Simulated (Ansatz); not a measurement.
Cost and result for the atomization energy of `BrC1C[SiH2]1` (9 atoms, 9 bonds).

Z-matrix (Å, degrees):
```
C
C 1 1.531
Si 1 1.850 2 65.7
Br 1 1.921 2 117.5 3 115.3
H 1 1.084 2 115.7 3 -112.9
H 2 1.086 1 115.6 3 -108.9
H 2 1.086 1 116.0 3 115.6
H 3 1.478 1 118.8 2 -106.7
H 3 1.475 1 118.3 2 103.9
```

Total charge 0; spin multiplicity 1. Correlated methods include outer-core shells of Br, which these sets cover unevenly. Scalar relativity is left out up to krypton. The geometry is a stationary point of PBE0-D4/def2-TZVP. Program: Ansatz. All runs use 4 threads of an INTEL XEON PLATINUM 8581C on a shared host. Times are those of one run each, without the atoms' runs, and a repeat can differ threefold. Electronic energies, without spin–orbit coupling; frozen cores. CCSD(T)/CBS adds CCSD(T) − MP2 in def2-TZVPP to the MP2 limit, and its time is that of the two runs behind it. T1 = 0.010. With those shells the extrapolation isn't a true limit. B3LYP takes the VWN-RPA correlation (the form of Gaussian; ORCA's B3LYP/G). HSE06 is the plane-wave form, built on full-range PBE exchange.

CCSD(T)/CBS is a level of theory with its own doubt, some kJ/mol a heavy atom from the limit and from the frozen cores, so smaller differences don't rank the functionals.

```tsv
level	functions	wall time	atomization (kcal/mol)	difference from CCSD(T)/CBS	per bond
revPBE-D4/def2-TZVPP	222	1.1 s	729.4	-3.5	-0.4
BLYP-D4/def2-TZVPP	222	1.1 s	725.4	-7.5	-0.8
PBE-D4/def2-TZVPP (with forces)	222	1.3 s	746.1	13.2	1.5
BHLYP-D4/def2-TZVPP	222	1.8 s	711.9	-21.0	-2.3
PBE0-D4/def2-TZVPP	222	2 s	736.5	3.6	0.4
HSE06-D4/def2-TZVPP	222	2 s	737.0	4.1	0.5
CCSD(T)/def2-SVP	103	2.6 s	689.6	-43.3	-4.8
r2SCANh-D4/def2-TZVPP	222	2.8 s	732.4	-0.5	-0.1
B3LYP-D4/def2-TZVPP (with forces)	222	2.9 s	729.3	-3.6	-0.4
B97M-V/def2-TZVPP	222	3.7 s	735.0	2.1	0.2
MP2/def2-QZVPP	423	14 s	735.4	2.5	0.3
CCSD(T)/def2-TZVPP	222	45 s	713.2	-19.7	-2.2
CCSD(T)/CBS(def2)	–	59 s	732.9	0.0	0.0
```

At CCSD(T), def2-SVP lies −43.3 kcal/mol from the extrapolated value and def2-TZVPP −19.7 kcal/mol: correlation converges slowly with the basis, and small sets miss more of it in the bonded molecule than in its fragments. From r2SCAN to r2SCAN0 (25 % exact exchange), in def2-TZVPP and without D4, the atomization energy moves by −9.0 kcal/mol: exact exchange takes away binding that semilocal exchange gives to molecules. In def2-TZVPP, CCSD(T) changes the Hartree–Fock value by +180.8 kcal/mol (the triples alone add +11.7 kcal/mol) and MP2 by +191.4 kcal/mol; breaking electron pairs costs correlation energy, which Hartree–Fock lacks.
